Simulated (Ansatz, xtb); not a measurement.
**C3H8ClSi: which of two conformers lies lower**

Structure I: `CC[Si](C)Cl`, a doublet. Structure II: `CC[Si](C)Cl`, a doublet. Both are isolated molecules in the gas phase, relaxed with B3LYP/6-31G*.

I (Å):

```xyz
13

C    -1.0545    1.5108   -2.2508
C    -0.4197    0.5714   -1.2140
C     1.8945   -1.3761   -0.3667
Cl    2.6290    1.2265   -2.1520
Si    1.2010   -0.2740   -1.7434
H    -1.9712    1.9671   -1.8590
H    -1.3170    0.9741   -3.1694
H    -0.3699    2.3206   -2.5240
H    -1.1204   -0.2320   -0.9449
H    -0.2077    1.1181   -0.2824
H     1.1865   -2.1806   -0.1350
H     2.0654   -0.7925    0.5471
H     2.8439   -1.8311   -0.6651
```

II (Å):

```xyz
13

C    -1.1188    0.1119    1.8602
C    -0.8194    1.2074    0.8218
C     1.7682   -0.1724   -0.3535
Cl    1.2087    2.9485   -1.0104
Si    1.0300    1.3977    0.4096
H    -0.6287    0.3195    2.8184
H    -2.1957    0.0377    2.0513
H    -0.7797   -0.8740    1.5213
H    -1.3439    0.9951   -0.1218
H    -1.1946    2.1773    1.1696
H     1.2161   -0.4585   -1.2583
H     2.8171   -0.0205   -0.6259
H     1.7173   -1.0032    0.3598
```

Energies in hartree; the thermal terms are from B3LYP/6-31G* harmonic frequencies (ideal gas, rigid rotor, one conformer each, 298.15 K, 1 atm) and include the zero-point energy:

```
                              I           II
E, CCSD(T)/def2-SVP  −867.138792  −867.137903
    E, MP2/def2-SVP  −867.052366  −867.051493
  E, MP2/def2-TZVPP  −867.619298  −867.618861
  zero-point energy     0.104471     0.104473
       H(298 K) − E     0.113396     0.113432
       G(298 K) − E     0.070945     0.070851
```

**Question.** Correct the CCSD(T) difference for the basis set by the MP2 change, then work out ΔE, ΔE₀, ΔH and ΔG for I → II in kcal/mol (1 Eh = 627.51 kcal/mol) and the equilibrium ratio [II]/[I].

**Answer.** 1. Differences II − I: CCSD(T) +0.000889, MP2 in the small set +0.000873, MP2 in the large set +0.000437 Eh.
2. ΔE = +0.000889 + (+0.000437 − (+0.000873)) = +0.000453 Eh = +0.28 kcal/mol.
3. ΔE₀ = ΔE + ΔZPE = +0.000453 + (+0.000002) Eh = +0.29 kcal/mol.
4. ΔH = ΔE + (+0.000036) Eh = +0.31 kcal/mol.
5. ΔG = ΔE + (−0.000094) Eh = +0.23 kcal/mol, so ΔS = (ΔH − ΔG)/T = +1.1 J/(mol K).
6. kT = 0.9442 mEh, so K = [II]/[I] = exp(−ΔG/kT) = exp(−0.38) ≈ 0.68.

The two are too close for this level to say which is favoured. An error of 1 kcal/mol in ΔG would change K by a factor of 5.4. Mirror images and further conformers aren't counted.

Other levels gave ΔE = +0.2 (B3LYP/6-31G*); +0.5 (HF/def2-SVP); +0.5 (MP2/def2-SVP); +0.6 (CCSD(T)/def2-SVP) kcal/mol. Open shells are spin-unrestricted. The correlated steps freeze 13 core orbitals. Programs: Ansatz 0.2.0.
